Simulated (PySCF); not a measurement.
An unknown is described by computed data only.

Elements present: C, Cl, H, O and S. Monoisotopic mass: 181.9263 u.

| Item | Value |
| --- | --- |
| 1H NMR | chemical shifts (computed TMS as zero) by class: 7.51 (1 H), 7.23 (1 H), 6.98 (1 H) ppm [GIAO KT2/pcSseg-1] |
| Polarisability | 104.2 au [wB97X-D/def2-SVPD] |
| 13C NMR | chemical shifts (computed TMS as zero) by class: 147.9 (1 C), 129.7 (1 C), 125.8 (1 C), 122.0 (1 C) ppm [GIAO KT2/pcSseg-1] |
| NMR, other nuclei | isotropic shieldings of nuclei other than C and H, by class: -12 (2 O), 208 (1 S), 292 (1 S), 182 (1 Cl) ppm [GIAO KT2/pcSseg-1] |
| Valence photoelectron | vertical ionisation energy: 9.90 eV [ΔSCF wB97X-D/def2-SVPD] |
| UV, first state | lowest singlet excitation: 4.89 eV (253 nm, f = 0.139) [TDDFT wB97X-D/def2-SVPD] |
| Rotational structure | rotational constants A, B, C: 1.889, 0.753, 0.723 GHz [PBE0-D3(BJ)/def2-SVP] |

Gas-phase values; electronic properties from PySCF, density fitting. Levels stand in brackets. Isolated species at its PBE0-D3(BJ)/def2-SVP geometry (one conformer only). NMR values are class means; diastereotopic atoms form classes of their own.

**Question.** Which formula fits the mass and the elements?

**Answer.** C4H3ClO2S2 (calculated 181.9263). No other formula that holds each of these elements comes within 0.0003 u with a fitting electron parity and a possible valence count.

**Question.** Give a SMILES that accounts for the data.

**Answer.** Numbering: `[O:1]=[S:2](=[O:3])([Cl:4])[c:5]1[cH:6][cH:7][cH:8][s:9]1`. 4 carbons fall into 4 classes; from least to most shielded: substituted aromatic carbon [C5] (147.9 ppm), aromatic CH next to a ring sulfur [C8] (129.7 ppm), aromatic CH carbon [C6] (125.8 ppm), aromatic CH carbon [C7] (122.0 ppm). Hydrogen classes from least to most shielded: 1 H on an aromatic CH carbon, C6 (7.51 ppm), 1 H on an aromatic CH next to a ring sulfur, C8 (7.23 ppm), 1 H on an aromatic CH carbon, C7 (6.98 ppm). The other shieldings belong to: -12 ppm, sulfonyl oxygen [O1/O3]; 208 ppm, sulfonyl sulfur [S2]; 292 ppm, thiophene-type sulfur [S9]; 182 ppm, chlorine bonded to S [Cl4]. S1 is mainly HOMO→LUMO (weight 0.91); the largest Löwdin shares of the orbital it empties are 0.26 on the substituted aromatic carbon, 0.25 on the aromatic CH next to a ring sulfur, 0.18 on an aromatic CH carbon and 0.10 on the chlorine bonded to S, of the orbital it fills 0.23 on the chlorine bonded to S, 0.17 on the sulfonyl sulfur, 0.11 on the aromatic CH next to a ring sulfur and 0.10 on the substituted aromatic carbon. The optimised geometry has point group C1 and is an asymmetric top. Structure: `O=S(=O)(Cl)c1cccs1`. The assignments are read from this structure; whether some other isomer fits the data as well wasn't checked.

Shape of the structure used: `[O:1]=[S:2](=[O:3])([Cl:4])[c:5]1[cH:6][cH:7][cH:8][s:9]1`: O1–S2–C5–C6 156°.
